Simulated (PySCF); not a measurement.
One of the candidates below gave these computed data.

All candidates are C3H12ClNSi4.

* Dipole: 2.44 D [PBE0/pcSseg-1]
* NMR, other nuclei: isotropic shieldings of nuclei other than C and H, by class: 271 (1 N), 366 (1 Si), 380 (1 Si), 434 (1 Si), 449 (1 Si), 961 (1 Cl) ppm [GIAO PBE0/pcSseg-1]
* Rotational structure: rotational constants A, B, C: 0.929, 0.421, 0.388 GHz [GFN2-xTB]
* 1H NMR: chemical shifts (computed TMS as zero) by class: 5.39 (1 H), 4.10 (1 H), 3.92 (1 H), 3.86 (3 H), 2.55 (1 H), 0.20 (3 H), -0.47 (2 H) ppm [GIAO PBE0/pcSseg-1]
* 13C NMR: chemical shifts (computed TMS as zero) by class: 110.0 (1 C), 91.4 (1 C), -9.6 (1 C) ppm [GIAO PBE0/pcSseg-1]

Electronic properties: PySCF, gas phase, density fitting. Levels stand in brackets. The structure is a single GFN2-xTB conformer in the gas phase; no vibrational or solvent corrections. GFN2-xTB frequencies show an imaginary mode (39i cm⁻¹), so this geometry is no minimum at that level. NMR values are class means; diastereotopic atoms form classes of their own.

Task: Which candidate is it?
A. `C#C[Si@H](C[SiH3])N([SiH3])[SiH2]Cl`
B. `C#C[Si@@H](Cl)[Si@@H](N)[Si@@H](C)[SiH3]`
C. `C#C[Si@@]([SiH3])(Cl)[Si@@H](N)[SiH2]C`
D. `C#C[Si@@H]([SiH2]Cl)[Si@H]([SiH3])NC`

Result: C. It is `C#C[Si@@]([SiH3])(Cl)[Si@@H](N)[SiH2]C`. Numbering: `[CH:1]#[C:2][Si@@:3]([SiH3:4])([Cl:5])[Si@@H:6]([NH2:7])[SiH2:8][CH3:9]`. Its formula, C3H12ClNSi4, gives 2 degrees of unsaturation: 0 rings and 2 π bonds in the structure found. 3 carbons fall into 3 classes; from least to most shielded: terminal alkyne carbon [C1] (110.0 ppm), alkyne carbon [C2] (91.4 ppm), Si-methyl carbon [C9] (-9.6 ppm). Hydrogen classes from least to most shielded: 1 H on an SiH silicon, Si6 (5.39 ppm), 1 H on an SiH2 silicon, Si8 (4.10 ppm), 1 H on an SiH2 silicon, Si8 (3.92 ppm), 3 H on an SiH3 silicon, Si4 (3.86 ppm), 1 H on a terminal alkyne carbon, C1 (2.55 ppm), 3 H on an Si-methyl carbon, C9 (0.20 ppm), 2 H on a silicon-bound nitrogen, N7 (-0.47 ppm). The other shieldings belong to: 271 ppm, silicon-bound nitrogen [N7]; 366 ppm, chlorine-bound silicon [Si3]; 380 ppm, SiH silicon [Si6]; 434 ppm, SiH2 silicon [Si8]; 449 ppm, SiH3 silicon [Si4]; 961 ppm, silicon-bound chlorine [Cl5]. The optimised geometry has point group C1 and is an asymmetric top.

The others, at the same levels:
- `C#C[Si@H](C[SiH3])N([SiH3])[SiH2]Cl` fails: its computed 13C shifts are 102.2 (1 C), 91.2 (1 C), -3.6 (1 C) ppm, 1H shifts are 5.35 (1 H), 5.33 (1 H), 5.10 (1 H), 4.85 (3 H), 4.14 (3 H), 2.00 (1 H), 0.43 (1 H), -0.07 (1 H) ppm and rotational constant A is 0.794 GHz (against 0.929 GHz).
- `C#C[Si@@H]([SiH2]Cl)[Si@H]([SiH3])NC` fails: its computed 13C shifts are 109.1 (1 C), 84.3 (1 C), 36.1 (1 C) ppm, 1H shifts are 5.60 (1 H), 5.51 (1 H), 5.48 (1 H), 4.56 (1 H), 3.56 (3 H), 2.71 (3 H), 2.10 (1 H), 0.10 (1 H) ppm and rotational constant A is 0.690 GHz (against 0.929 GHz).
- `C#C[Si@@H](Cl)[Si@@H](N)[Si@@H](C)[SiH3]` fails: its computed 1H shifts are 5.86 (1 H), 5.35 (1 H), 4.13 (1 H), 3.50 (3 H), 2.33 (1 H), 0.32 (3 H), -0.40 (2 H) ppm, rotational constant A is 0.976 GHz (against 0.929 GHz) and smallest rotational constant is 0.352 GHz (against 0.388 GHz).

Each candidate is one conformer, not necessarily the lowest. The conformers computed, where there is a choice (atom-mapped SMILES and torsion angles):
- `[CH:1]#[C:2][Si@@:3]([SiH3:4])([Cl:5])[Si@@H:6]([NH2:7])[SiH2:8][CH3:9]`: C2–Si3–Si6–N7 146°, Si3–Si6–Si8–C9 -122°, H–N7–Si6–Si3 63°, H–N7–Si6–Si3 -162°
- `[CH:1]#[C:2][Si@H:3]([CH2:4][SiH3:5])[N:6]([SiH3:7])[SiH2:8][Cl:9]`: C2–Si3–C4–Si5 -179°, C2–Si3–N6–Si7 67°, Si3–N6–Si8–Cl9 -86°
- `[CH:1]#[C:2][Si@@H:3]([SiH2:4][Cl:5])[Si@H:6]([SiH3:7])[NH:8][CH3:9]`: C2–Si3–Si4–Cl5 106°, C2–Si3–Si6–Si7 -29°, Si3–Si6–N8–C9 -170°
- `[CH:1]#[C:2][Si@@H:3]([Cl:4])[Si@@H:5]([NH2:6])[Si@@H:7]([CH3:8])[SiH3:9]`: C2–Si3–Si5–N6 168°, Si3–Si5–Si7–C8 35°, H–N6–Si5–Si3 -163°, H–N6–Si5–Si3 61°
